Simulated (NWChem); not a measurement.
Program: NWChem. System: diphosphane (H4P2), charge 0, spin multiplicity 1, at a geometry optimised with B3LYP/def2-SVP. Level: CR-CCSD(T)/def2-SVP, 10 core orbitals frozen.

Job file:

```
start mol
memory heap 100 mb stack 700 mb global 1900 mb
geometry units angstroms nocenter noautoz
  P      1.008557     0.521693     0.000000
  P     -1.008557    -0.521693     0.000000
  H      1.540850    -0.316327     1.031271
  H      1.540850    -0.316327    -1.031271
  H     -1.540850     0.316327     1.031271
  H     -1.540850     0.316327    -1.031271
  symmetry group C2h
end
basis spherical
  * library def2-svp
end
scf
  rhf
  nopen 0
  maxiter 100
  thresh 1e-7
  semidirect memsize 60000000 filesize 0
end
tce
  freeze core 10
  cr-ccsd(t)
  2eorb
  2emet 13
  thresh 1e-6
  maxiter 100
  tilesize 24
end
task tce energy
```

Part of the output:

```
             Northwest Computational Chemistry Package (NWChem) 7.3.0
             --------------------------------------------------------

                                NWChem Input Module
                                -------------------

 Scaling coordinates for geometry "geometry" by  1.889725989
 (inverse scale =  0.529177249)

 Turning off AUTOSYM since
 SYMMETRY directive was detected!

                             Geometry "geometry" -> ""
                             -------------------------

 Output coordinates in angstroms (scale by  1.889725989 to convert to a.u.)

  No.       Tag          Charge          X              Y              Z
 ---- ---------------- ---------- -------------- -------------- --------------
    1 P                   15.0000     1.00855700     0.52169300     0.00000000
    2 P                   15.0000    -1.00855700    -0.52169300     0.00000000
    3 H                    1.0000     1.54085000    -0.31632700     1.03127100
    4 H                    1.0000     1.54085000    -0.31632700    -1.03127100
    5 H                    1.0000    -1.54085000     0.31632700     1.03127100
    6 H                    1.0000    -1.54085000     0.31632700    -1.03127100

 Effective nuclear repulsion energy (a.u.)      87.2530186939

            Nuclear Dipole moment (a.u.)
            ----------------------------
        X                 Y               Z
 ---------------- ---------------- ----------------
     0.0000000000     0.0000000000     0.0000000000

      Symmetry information
      --------------------

 Group name             C2h
 Group number             21
 Group order               4
 No. of unique centers     2

      Symmetry unique atoms

     1    3


 Summary of "ao basis" -> "" (spherical)
 ------------------------------------------------------------------------------
       Tag                 Description            Shells   Functions and Types
 ---------------- ------------------------------  ------  ---------------------
 *                          def2-svp                  on all atoms

 Summary of "ao basis" -> "ao basis" (spherical)
[...]
         Wavefunction type : Restricted Hartree-Fock
          No. of electrons :    34
           Alpha electrons :    17
            Beta electrons :    17
           No. of orbitals :   112
            Alpha orbitals :    56
             Beta orbitals :    56
        Alpha frozen cores :    10
         Beta frozen cores :    10
     Alpha frozen virtuals :     0
      Beta frozen virtuals :     0
         Spin multiplicity : singlet
    Number of AO functions :    56
       Number of AO shells :    28
        Use of symmetry is : on
      Symmetry adaption is : on
         Schwarz screening : 0.10D-09

          Correlation Information
          -----------------------
          Calculation type : Coupled-cluster singles & doubles w/ perturbation
   Perturbative correction : Completely renormalized (T)
            Max iterations :      100
        Residual threshold : 0.10D-05
     T(0) DIIS level shift : 0.00D+00
     L(0) DIIS level shift : 0.00D+00
     T(1) DIIS level shift : 0.00D+00
     L(1) DIIS level shift : 0.00D+00
     T(R) DIIS level shift : 0.00D+00
     T(I) DIIS level shift : 0.00D+00
   CC-T/L Amplitude update :  5-th order DIIS
                I/O scheme : Global Array Library
        L-threshold :  0.10D-05
        EOM-threshold :  0.10D-05
 no EOMCCSD initial starts read in
 TCE RESTART OPTIONS
 SLICE:      F
 D4D5:       F
 quantumc:   F
 qrotation:  F
 pwtce:      F
 qducc:      F
 nacto:                         0
 nrotv:                         0
 nrot:                          0

            Memory Information
            ------------------
          Available GA space size is     249033664 doubles
          Available MA space size is     104855028 doubles

 Maximum block size supplied by input
 Maximum block size        24 doubles

 tile_dim =     12

 -------------------------------------------------

 Global array virtual files algorithm will be used

 Parallel file system coherency ......... OK

 4-electron integrals stored in orbital form

 v2    file size   =           270082
 4-index algorithm nr.  13 is used
 imaxsize =       30
 imaxsize ichop =        0


CCSD iterations
 ---------------------------------------------------------
 Iter          Residuum       Correlation     Cpu    Wall
 ---------------------------------------------------------
    1   0.1408035368388  -0.2473496859214     0.3     0.3
    2   0.0418789978633  -0.2812411634488     0.2     0.2
    3   0.0158172141454  -0.2888267108435     0.2     0.2
    4   0.0067420760484  -0.2911965710400     0.3     0.3
    5   0.0031367183295  -0.2920585022580     0.3     0.3
    6   0.0006237926485  -0.2926859967306     0.2     0.2
    7   0.0002984833995  -0.2926660176725     0.2     0.2
    8   0.0001637777766  -0.2926712709792     0.2     0.2
    9   0.0000983109052  -0.2926728495963     0.2     0.2
   10   0.0000591276841  -0.2926743697485     0.2     0.2
   11   0.0000060429715  -0.2926764538476     0.2     0.2
   12   0.0000023179161  -0.2926771956222     0.2     0.2
   13   0.0000011171520  -0.2926773519620     0.3     0.3
   14   0.0000005962619  -0.2926774091785     0.2     0.2
 -----------------------------------------------------------------
 Iterations converged
 CCSD correlation energy / hartree =        -0.292677409178473
 CCSD total energy / hartree       =      -683.869262457835021

 Singles contributions

 Doubles contributions
 CR-CCSD(T)

 CR-CCSD[T]  correction energy / hartree =        -0.007117584111601
 CR-CCSD[T] correlation energy / hartree =        -0.299794993290074
 CR-CCSD[T] total energy / hartree       =      -683.876380041946618
 CR-CCSD(T)  correction energy / hartree =        -0.006927329341167
 CR-CCSD(T) correlation energy / hartree =        -0.299604738519640
 CR-CCSD(T) total energy / hartree       =      -683.876189787176145

 Task  times  cpu:        7.5s     wall:        7.5s

 Total times  cpu:        7.5s     wall:        7.5s
```
